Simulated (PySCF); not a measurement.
# How methods differ on the ionisation energy of Ar²⁺

Ar²⁺ [Ne] 3s2 3p4 (3P) → Ar³⁺ [Ne] 3s2 3p3 (4S), as a difference of total energies. Calculation: PySCF 2.14, in def2-SVP (4s3p1d, 18 functions); the non-relativistic Hamiltonian (point nucleus). Correlated levels: valence: [Ne] frozen. The calculations carry no spin-orbit coupling.

| method | ionisation energy (eV) |
| --- | --- |
| UHF | 39.439 |
| M06-2X | 40.741 |
| B3LYP | 40.944 |
| MP2 (valence) | 39.938 |
| SCS-MP2 (valence) | 39.958 |
| CCSD (valence) | 39.940 |
| CCSD(T) (valence) | 39.947 |

Question: How much does correlation contribute at CCSD(T) (valence)?

Answer: 39.947 − (39.439) = 0.508 eV, measured against UHF.

The reference lies between the lowest fine-structure levels, while these numbers refer to the centres of the terms.

Errors of the correlated levels include the incompleteness of this basis and the frozen core.

For comparison: 40.735 ± 0.012 eV (semi-empirical (NIST evaluation); NIST Atomic Spectra Database, ionization energies).
